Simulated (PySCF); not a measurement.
## Calculated NMR parameters of CO[C@@]1(C)C[C@@]1(F)C(=O)Cl

```yaml
Formula: C6H8ClFO2
SMILES: CO[C@@]1(C)C[C@@]1(F)C(=O)Cl
Point_group_of_the_computed_structure: C1
Degrees_of_unsaturation: 2
Carbon_signals: 6
Proton_signals: 4
```

Atoms are numbered as in `[CH3:1][O:2][C@@:3]1([CH3:4])[CH2:5][C@@:6]1([F:7])[C:8](=[O:9])[Cl:10]`. Hydrogens are named by the atom that carries them. Ha(C5) is pro-R; Hb(C5) is pro-S.

Isolated molecule, one computed conformer, fast rotation and ring inversion assumed for equivalent nuclei, relativity neglected. PBE0/pcSseg-1 with gauge-including orbitals; structure optimised with GFN2-xTB; PySCF 2.14.0 with density-fitted response routines.

Shifts are taken against calculated references (same method and geometry level): ¹H (31.72 ppm) and ¹³C (186.93 ppm) against TMS; ¹⁹F (170.95 ppm) against CFCl3; ¹⁷O (336.08 ppm) against H2O.

```tsv
carbon	δC, type	δH (multiplicity)	HMBC from (2–3 bonds)	span of the C tensor (ppm)
C1	58.4, CH3	3.36 (s)	–	87
C3	78.2, C	–	H(C1), Ha(C5), H(C4), Hb(C5)	84
C4	17.4, CH3	1.69 (s)	Ha(C5), Hb(C5)	33
C5	36.9, CH2	Hb(C5) 1.59 (m); Ha(C5) 2.11 (m)	H(C4)	30
C6	86.4, C	–	Ha(C5), H(C4), Hb(C5)	90
C8	178.8, C	–	Ha(C5), Hb(C5)	154
```

Other nuclei:
```json
{"atoms": "F7", "nucleus": "¹⁹F", "environment": "fluorine on an sp3 carbon", "δ (ppm)": "-201.9", "σ (ppm)": "372.8"}
{"atoms": "O9", "nucleus": "¹⁷O", "environment": "carbonyl oxygen", "δ (ppm)": "570.0", "σ (ppm)": "-233.9"}
{"atoms": "O2", "nucleus": "¹⁷O", "environment": "ether oxygen", "δ (ppm)": "51.4", "σ (ppm)": "284.7"}
```

Carbon types of the structure: 3 × C, 1 × CH2, 2 × CH3, which accounts for all hydrogens. δC 178.8: carbonyl carbon. δC 86.4, 78.2, 36.9: three-membered-ring carbon. δC 58.4: methyl carbon bonded to O; the inductive effect lowers its shielding. δC 17.4: methyl carbon; a saturated carbon with 1 carbon neighbour and no heteroatom attached. δH 3.36: hydrogen on a methyl carbon bonded to O; its carbon carries O, which withdraws density.

Carbons that carry Cl, above all several Cl atoms, come out too deshielded, partly because spin–orbit coupling is missing. Splittings by ¹⁹F in the carbon and heteronuclear signals aren't shown, as no couplings were computed. Shifts are as computed. Against solution values, carbons near 30 ppm lie about +3 ppm off and those near 130 ppm about +5 ppm; carbons on Cl a further +6 ppm. Of 1211 compounds with measured shifts, 218 miss one by over three times the rms of a fit or turn the order of signals round; such compounds aren't used in these exercises. Unscaled 19F shifts against computed CFCl3 carry errors that often reach 10 to 50 ppm. Unscaled 17O shifts of doubly bonded oxygen tend to come out too high, by tens of ppm or more. Experimental scales use liquid or dissolved standards, which lie at an offset from isolated H2O (liquid H2O: subtract about 36 ppm). Multiplicities follow the n + 1 count of equivalent neighbours, as no J values were calculated; m marks all less simple cases, F and P coupling included.
